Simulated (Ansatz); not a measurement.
Molecule: C$_{3}$H$_{5}$O (charge 0, doublet). It need not be the lowest isomer of its formula. SMILES: [CH2]CC=O
Geometry from a B3LYP-D3(BJ)/def2-TZVP (Ansatz, a quantum-chemistry and plane-wave program) optimisation:
```xyz
9

C     -1.5629     0.0749    -0.0292
C     -0.3597    -0.4411    -0.7157
C      0.9559    -0.0973    -0.0618
O      1.0792     0.5467     0.9459
H     -1.4634     0.6541     0.8760
H     -2.5460    -0.1246    -0.4290
H     -0.2923    -0.0903    -1.7590
H     -0.3792    -1.5384    -0.8230
H      1.8474    -0.4935    -0.5920
```
Charge 0, spin multiplicity 2.

Wanted: atomisation energy (electronic, to ground-state atoms), in kcal/mol. Cores are frozen in the correlated levels unless marked. Open shells are spin-unrestricted. No spin-orbit coupling. No relativistic terms. The coupled-cluster limit lacks core correlation, which all-electron functionals hold. CBS(X,Y): correlation extrapolated as X^-3; Hartree-Fock from the larger set. The bracket is a focal-point correction in the basis named.

| level | program | atomisation energy (kcal/mol) |
|---|---|---|
| SVWN5/def2-TZVPD | Ansatz | 995.1 |
| PBE0/def2-TZVP | Ansatz | 868.1 |
| HSE06-D4/def2-TZVPD | Ansatz + dftd4 | ___ |
| wB97M-V/def2-TZVPD | Ansatz | ___ |
| CCSD(T) with core electrons/cc-pwCVTZ | Ansatz | 844.2 |
| RI-MP2/CBS(aug-cc-pVTZ,aug-cc-pVQZ)+[CCSD(T)-MP2]/aug-cc-pVTZ | Ansatz | ___ |

Task: Complete the blanks.

Result: 
- HSE06-D4/def2-TZVPD, atomisation energy (kcal/mol): 871.4
- wB97M-V/def2-TZVPD, atomisation energy (kcal/mol): 863.7
- RI-MP2/CBS(aug-cc-pVTZ,aug-cc-pVQZ)+[CCSD(T)-MP2]/aug-cc-pVTZ, atomisation energy (kcal/mol): 861.2
